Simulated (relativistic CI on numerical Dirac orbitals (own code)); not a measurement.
**Fe4+ (3d4) in a crystal field**

Calculated by Dirac-Coulomb-Breit CI, KLI orbitals optimised for each configuration, QED by a radiative potential, valence Slater integrals scaled by 0.8, one configuration in a parametric crystal field (own radial code).

Field parameters in Wybourne normalisation: D4h B²₀ = −7Ds, B⁴₀ = 21(Dq − Dt), B⁴₄ = 21√(5/14) Dq; Oh B⁴₀ = 21Dq, B⁴₄ = √(5/14) B⁴₀; Td as Oh with Dq negative (B⁴₀ = 21Dq, B⁴₄ = √(5/14) B⁴₀). The field is a parameter set, without covalency.

S and J are read from ⟨S²⟩ = S(S + 1) and ⟨J²⟩ = J(J + 1) of each level; they are not fictitious spins.

D4h, 10Dq = 10550, Ds = 690, Dt = -530 cm⁻¹, the lowest 16 levels:

```csv
E (cm⁻¹),Degeneracy,Irrep,S,J
0.0,1,A1,2.00,2.87
5.1,1,A2,2.00,2.88
39.2,2,E,2.00,2.94
52.0,1,B1,2.00,2.97
135,1,A1,2.00,2.93
143,2,E,2.00,2.94
166,1,B2,2.00,2.97
169,1,B1,2.00,2.98
9717,1,A1,1.01,4.35
9782,1,A2,1.01,4.36
9957,2,E,1.00,4.19
10144,1,B2,1.00,3.96
10167,1,B1,1.00,3.92
10583,1,B2,2.00,2.92
10585,2,E,2.00,2.96
10590,1,A1,1.99,3.08
```

Oh, 10Dq = 16800 cm⁻¹, the lowest 16 levels:

```
E (cm⁻¹)  Degeneracy  Irrep     S     J
     0.0           1     A1  1.99  2.90
    28.0           3     T1  2.00  2.93
    55.1           2      E  2.00  2.95
    76.1           3     T2  2.00  2.98
    97.3           1     A2  2.00  3.00
    8046           1     A1  1.01  4.53
    8301           3     T1  1.01  4.36
    8685           3     T2  1.00  3.94
    8710           2      E  1.00  3.91
   16600           1     A1  1.99  2.51
   16615           3     T1  1.99  2.45
   16627           3     T2  2.00  2.39
   16964           2      E  1.99  3.33
   16971           3     T1  1.99  3.30
   17193           3     T2  1.99  3.79
   19861           3     T2  0.11  4.74
```

Td, 10Dq = -16450 cm⁻¹, the lowest 16 levels:

| E (cm⁻¹) | Degeneracy | Irrep | S | J |
| --- | --- | --- | --- | --- |
| 0.0 | 1 | A1 | 1.99 | 2.27 |
| 53.4 | 3 | T1 | 1.99 | 2.32 |
| 94.9 | 3 | T2 | 2.00 | 2.37 |
| 446 | 2 | E | 2.00 | 3.23 |
| 469 | 3 | T1 | 2.00 | 3.25 |
| 713 | 3 | T2 | 2.00 | 3.76 |
| 2864 | 1 | A1 | 0.11 | 4.62 |
| 7978 | 3 | T1 | 1.01 | 3.81 |
| 8021 | 1 | A1 | 0.98 | 3.70 |
| 8266 | 2 | E | 1.00 | 4.11 |
| 8309 | 3 | T2 | 1.01 | 4.16 |
| 13276 | 1 | A2 | 1.00 | 4.23 |
| 13468 | 3 | T2 | 1.00 | 4.33 |
| 13743 | 3 | T1 | 0.99 | 4.35 |
| 13846 | 2 | E | 1.00 | 4.36 |
| 16761 | 1 | A1 | 1.99 | 3.11 |

The free-ion ground term has S = 2. Every field shown keeps that spin.

Levels of this model without a field, named by their leading LS term (the scale mimics covalency, so terms lie below those of the real free ion): 5D_0 0, 5D_1 139, 5D_2 405, 5D_3 778, 5D_4 1241, 3H_4 21472, 3H_5 21739, 3H_6 22012 cm⁻¹.
